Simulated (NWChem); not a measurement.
Program: NWChem. System: Hg, charge 0, spin multiplicity 1. Level: CCSD(T)/def2-QZVP with def2 effective core potentials on Hg, 4 core orbitals frozen.

Job file:

```
start mol
memory heap 100 mb stack 700 mb global 1900 mb
geometry units angstroms nocenter noautoz
  Hg     0.000000     0.000000     0.000000
  symmetry group D2h
end
basis spherical
  * library def2-qzvp
end
ecp
  Hg library def2-ecp
end
scf
  rhf
  nopen 0
  maxiter 100
  thresh 1e-7
  semidirect memsize 60000000 filesize 0
end
ccsd
  freeze core 4
  maxiter 60
end
task ccsd(t) energy
```

Output (cleaned and shortened):

```
             Northwest Computational Chemistry Package (NWChem) 7.3.0
             --------------------------------------------------------

                                NWChem Input Module
                                -------------------

 Scaling coordinates for geometry "geometry" by  1.889725989
 (inverse scale =  0.529177249)

                             Geometry "geometry" -> ""
                             -------------------------

 Output coordinates in angstroms (scale by  1.889725989 to convert to a.u.)

  No.       Tag          Charge          X              Y              Z
 ---- ---------------- ---------- -------------- -------------- --------------
    1 Hg                  80.0000     0.00000000     0.00000000     0.00000000

 Effective nuclear repulsion energy (a.u.)       0.0000000000

            Nuclear Dipole moment (a.u.)
            ----------------------------
        X                 Y               Z
 ---------------- ---------------- ----------------
     0.0000000000     0.0000000000     0.0000000000

      Symmetry information
      --------------------

 Group name             D2h
 Group number             26
 Group order               8
 No. of unique centers     1

      Symmetry unique atoms

     1


 Summary of "ao basis" -> "" (spherical)
 ------------------------------------------------------------------------------
       Tag                 Description            Shells   Functions and Types
 ---------------- ------------------------------  ------  ---------------------
 *                         def2-qzvp                  on all atoms

 Summary of "ao basis" -> "ao basis" (spherical)
 ------------------------------------------------------------------------------
       Tag                 Description            Shells   Functions and Types
 ---------------- ------------------------------  ------  ---------------------
 Hg                        def2-qzvp                20       72   7s5p4d3f1g

                                 NWChem SCF Module
                                 -----------------

  ao basis        = "ao basis"
[...]
 ccsd(t): done       32 out of       62 progress:   51.6%
 ccsd(t): done       33 out of       62 progress:   53.2%
 ccsd(t): done       34 out of       62 progress:   54.8%
 ccsd(t): done       35 out of       62 progress:   56.5%
 ccsd(t): done       36 out of       62 progress:   58.1%
 ccsd(t): done       37 out of       62 progress:   59.7%
 ccsd(t): done       38 out of       62 progress:   61.3%
 ccsd(t): done       39 out of       62 progress:   62.9%
 ccsd(t): done       40 out of       62 progress:   64.5%
 ccsd(t): done       41 out of       62 progress:   66.1%
 ccsd(t): done       42 out of       62 progress:   67.7%
 ccsd(t): done       43 out of       62 progress:   69.4%
 ccsd(t): done       44 out of       62 progress:   71.0%
 ccsd(t): done       45 out of       62 progress:   72.6%
 ccsd(t): done       46 out of       62 progress:   74.2%
 ccsd(t): done       47 out of       62 progress:   75.8%
 ccsd(t): done       48 out of       62 progress:   77.4%
 ccsd(t): done       49 out of       62 progress:   79.0%
 ccsd(t): done       50 out of       62 progress:   80.6%
 ccsd(t): done       51 out of       62 progress:   82.3%
 ccsd(t): done       52 out of       62 progress:   83.9%
 ccsd(t): done       53 out of       62 progress:   85.5%
 ccsd(t): done       54 out of       62 progress:   87.1%
 ccsd(t): done       55 out of       62 progress:   88.7%
 ccsd(t): done       56 out of       62 progress:   90.3%
 ccsd(t): done       57 out of       62 progress:   91.9%
 ccsd(t): done       58 out of       62 progress:   93.5%
 ccsd(t): done       59 out of       62 progress:   95.2%
 ccsd(t): done       60 out of       62 progress:   96.8%
 ccsd(t): done       61 out of       62 progress:   98.4%
 ccsd(t): done       62 out of       62 progress:  100.0%
 Time for integral evaluation pass     1        2.96
 Time for triples evaluation pass      1        1.28

 pseudo-e(mp4)  -0.17293589741761E-01
 pseudo-e(mp5)   0.40788613152780E-03
        e(t)    -0.16885703610233E-01

 --------------
 CCSD(T) Energy
 --------------
 Reference energy:                    -152.554579358121003

 CCSD corr. energy:                     -0.410221448700962
 T(CCSD) corr. energy:                  -0.017293589741761
 Total CCSD+T(CCSD) energy:           -152.982094396563724

 CCSD corr. energy:                     -0.410221448700962
 (T) corr. energy:                      -0.016885703610233
 Total CCSD(T) energy:                -152.981686510432212

 routine      calls  cpu(0)   cpu-min  cpu-ave  cpu-max   i/o
 aoccsd          1     0.01     0.01     0.01     0.01    0.00
 iterdrv         1     0.01     0.01     0.01     0.01    0.00
 pampt           9     0.04     0.04     0.04     0.04    0.00
 t2pm            9     0.07     0.07     0.07     0.07    0.00
 sxy             9     0.13     0.13     0.13     0.13    0.00
 ints       396900    35.29    35.29    35.29    35.29    0.00
 t2eri        1890     3.03     3.03     3.03     3.03    0.00
 idx2         1890     0.26     0.26     0.26     0.26    0.00
 idx34           9     0.02     0.02     0.02     0.02    0.00
 ht2pm           9     0.09     0.09     0.09     0.09    0.00
 itm             9     0.37     0.37     0.37     0.37    0.00
 pdiis           9     0.02     0.02     0.02     0.02    0.00
 triples         1     0.00     0.00     0.00     0.00    0.00
 rdtrpo          1     0.01     0.01     0.01     0.01    0.00
 trpmos          1     2.96     2.96     2.96     2.96    0.00
 trpdrv          1     0.20     0.20     0.20     0.20    0.00
 dovvv       15624     0.56     0.56     0.56     0.56    0.00
 doooo       15624     0.10     0.10     0.10     0.10    0.00
 tengy       13392     0.40     0.40     0.40     0.40    0.00
 Total                43.56    43.56    43.56    43.56    0.00

 Task  times  cpu:       45.2s     wall:       45.2s

 Total times  cpu:       45.2s     wall:       45.2s
```
